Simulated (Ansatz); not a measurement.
Reaction (SMILES): C=[SiH2] (CH2-SiH2) → C=[SiH-] + H+
B3LYP-D3(BJ)/def2-TZVP geometries, fixed; electronic energies without zero-point terms.

Effect of the final integration grid (spheres per factor e of radius in core and valence, angular degree) at PBE/def2-TZVPP with Ansatz (a quantum-chemistry and plane-wave program), against the last row, where the deprotonation energy is 363.39 kcal/mol. The proton leaves the site shown, which need not be the most acidic. The default's grid is 13, 11, 36.

```tsv
setting	largest shift of a total energy (mEh)	shift of the deprotonation energy (kcal/mol)
accuracy: medium (default)	0.000	0.000
final_grid: 4, 3, 11	1.604	0.470
final_grid: 6, 5, 17	0.036	-0.022
final_grid: 8, 7, 23	0.009	0.001
final_grid: 10, 9, 29	-0.003	-0.001
final_grid: 18, 15, 47	0.000	0.000
final_grid: 26, 22, 59	0.000	0.000
```

Within 0.02 kcal/mol in the deprotonation energy: accuracy: medium (default); final_grid: 8, 7, 23; final_grid: 10, 9, 29; final_grid: 18, 15, 47. The largest shift is 1.604 mEh in a total energy and 0.470 kcal/mol in the difference.
